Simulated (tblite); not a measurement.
C₄H₁₁PSi (charge +1 and doublet state).
Structure used (GFN2-xTB), in Å, numbered top down from 1:
```
atom  x, y, z in Å
C1    -1.0807   -1.0247   -0.8937
C2    -1.3624   -0.0055    0.1677
C3    -1.3570    1.4412   -0.1525
C4    -0.2313    0.8922    0.6996
Si5    1.5227    0.8051    0.0594
P6     2.0026   -1.5113    0.1965
H7    -2.0181   -1.3419   -1.3499
H8    -0.4430   -0.6198   -1.6776
H9    -0.6135   -1.9207   -0.4752
H10   -2.0601   -0.3425    0.9250
H11   -2.0719    2.0839    0.3387
H12   -1.1291    1.7370   -1.1653
H13   -0.3122    1.1127    1.7600
H14    1.7615    1.0568   -1.3581
H15    2.5038    1.3302    1.0103
H16    3.3483   -1.7178    0.4801
H17    1.5334   -1.9629    1.4250
```

Computed with GFN2-xTB (tblite): harmonic, unscaled wavenumbers at the GFN2-xTB geometry, gas phase. This tight-binding method is rough: wavenumbers can miss measured ones by several per cent, in bad cases by 10 to 20. Modes of hydrogen on phosphorus and silicon can be 10 to 20 % off. One conformer, not necessarily the lowest. Open shells enter through the occupations alone, without spin polarisation, and single modes of such species can be off by tens of per cent.

Harmonic wavenumbers (cm⁻¹): 53.7, 94.8, 131.5, 187.3, 207.5, 231.4, 294.3, 353.9, 380.4, 382.1, 407.6, 429.0, 493.2, 612.6, 684.2, 714.9, 799.1, 866.0, 890.1, 912.7, 1005.0, 1015.4, 1029.1, 1064.4, 1069.6, 1083.1, 1156.3, 1220.5, 1276.4, 1372.9, 1400.9, 1433.3, 1451.2, 1467.5, 2253.6, 2303.5, 2315.7, 2374.6, 2950.0, 3011.5, 3019.5, 3023.2, 3053.7, 3091.2, 3108.2.

A = 3321, B = 1553, C = 1191 MHz; mass 118.037 u (most abundant isotopes); point group C1, symmetry number 1; spin multiplicity 2.

Zero-point energy?

½Σν̃ = 28338 cm⁻¹ = 339.00 kJ/mol.

What is S at 400 K and 1 bar for an ideal gas of classical rigid rotors and harmonic oscillators?

Translation 174.47, rotation 122.28, vibration 153.95, spin (R ln 2) 5.76: S = 456.5 J/(mol K).

And Cp and H(400 K) − H(0)?

Cp = 193.18 J/(mol K), of which vibrations give 159.92 (their classical limit is 45 R = 374.2); H(400 K) − H(0) = 46.30 kJ/mol without the zero-point energy, 33.00 from vibrations.

What must be added to the electronic energy to get the Gibbs energy at 400 K and 1 bar?

ZPE + [H(400 K) − H(0)] − T·S = 339.00 + 46.30 − 182.58 = 202.72 kJ/mol.

How do the functions run with temperature in this model?

```csv
T (K),S (J/(mol K)),Cp (J/(mol K)),H − H(0) (kJ/mol),G − H(0) (kJ/mol),ln q(vib)
50,242.4,50.1,1.97,-10.15,0.34
100,284.6,74.6,5.09,-23.37,1.27
298.15,405.1,157.4,28.40,-92.37,6.05
373.15,443.3,184.3,41.24,-124.20,7.93
500,502.8,222.4,67.13,-184.28,11.05
750,603.9,275.7,129.88,-323.01,16.90
1000,688.3,311.1,203.50,-484.83,22.26
```

q(vib) and H(0) count from the zero-point level.

Which modes carry the vibrational entropy at 400 K?

53.7 cm⁻¹: 22.00; 94.8 cm⁻¹: 17.30; 131.5 cm⁻¹: 14.62; 187.3 cm⁻¹: 11.75; 207.5 cm⁻¹: 10.94; 231.4 cm⁻¹: 10.08 J/(mol K); the other 39 give 67.27 together.

Blend soft modes into free rotors: weight 1/[1 + (100 cm⁻¹/ν̃)⁴] for the oscillator and the rest for a rotor with moment μB/(μ + B), μ = h/(8π²ν), B = 10⁻⁴⁴ kg m². What vibrational entropy results?

145.27 J/(mol K) in place of 153.95, which changes −T·S at 400 K by +3.47 kJ/mol.

Hindered rotation and anharmonicity are outside this model. Other conformers, if any are populated, would add a mixing term that is left out. The structure is chiral; the term R ln 2 for an equal mix with its mirror image is left out.
